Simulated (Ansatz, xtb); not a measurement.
H2S2Se: 5 structures ranked

5 gas-phase structures of H2S2Se, found in a search over its isomers (lower ones may exist). Each was relaxed with GFN2-xTB; where two conformers were screened, the lower at r2SCAN-D4/def2-SVP is listed:

A. `S[Se]S`, a singlet
B. `S=[SeH]S`, a singlet
C. `S[SH]=[Se]`, a singlet
D. `SS[SeH]`, a singlet
E. `S=[SH][SeH]`, a singlet

**Question.** Which do you expect lowest at r2SCAN-D4/def2-SVP, and how would the others follow?

**Answer.** Calculated order at r2SCAN-D4/def2-SVP: A (0.000), D (0.292), B (1.268), C (1.308), E (1.342) eV. Less than 1 kcal/mol parts B and C; C and E, so the order within those pairs means little.

Energies above the lowest of each column, in eV; the last columns are at PBE0-D4/def2-TZVP geometries and were run for some of them only (a dash: not run or not comparable):

```
structure  GFN2-xTB  HF/STO-3G  r2SCAN-D4/def2-SVP  PBE0-D4/def2-TZVP  CCSD(T)/def2-TZVPP
        A     0.000      0.000               0.000              0.000               0.000
        D     0.451      0.341               0.292              0.237               0.264
        B     0.930      3.528               1.268                  –                   –
        C     1.141      2.561               1.308                  –                   –
        E     1.392      3.436               1.342                  –                   –
```

Every level run on A puts it lowest or level with the lowest. Flexible structures stand in one conformer each, not always the lowest. Frequencies (PBE0-D4/def2-TZVP) were run for A, D alone.

Over these structures GFN2-xTB departs from r2SCAN-D4/def2-SVP by 0.155 eV on average once a common shift is removed. A GFN2-xTB relaxation took about 0.33 s and the r2SCAN-D4/def2-SVP energy about 3.3 s on a shared host (Ansatz 0.2.0, xtb 6.7.1).
